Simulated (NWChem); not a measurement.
C$_{3}$H$_{6}$OS; SMILES CSC(C)=O

```xyz
11

C      0.5372    -1.9672     0.0002
S     -0.7622    -0.7200    -0.0002
C      0.2211     0.7683    -0.0002
C     -0.6217     2.0157     0.0002
O      1.4240     0.7756    -0.0001
H      0.4554    -2.5931    -0.8983
H      1.4972    -1.4280     0.0001
H      0.4554    -2.5926     0.8990
H     -0.3653     2.6113     0.8892
H     -1.6987     1.8023    -0.0030
H     -0.3606     2.6150    -0.8849
```
Atoms are numbered in this order, from 1.

Computed with NWChem. Coordinates come from a PBE0/def2-SVP optimisation.

Problem. Among these, which level gives the lowest value of “orbital gap (eV)”?
A) Hartree-Fock/aug-pcseg-1
B) Hartree-Fock/def2-SVP
C) Hartree-Fock/pcseg-1
D) Hartree-Fock/pcseg-2

Solution. A, Hartree-Fock/aug-pcseg-1. Values: Hartree-Fock/aug-pcseg-1 10.97; Hartree-Fock/pcseg-2 12.86; Hartree-Fock/pcseg-1 13.78; Hartree-Fock/def2-SVP 13.92
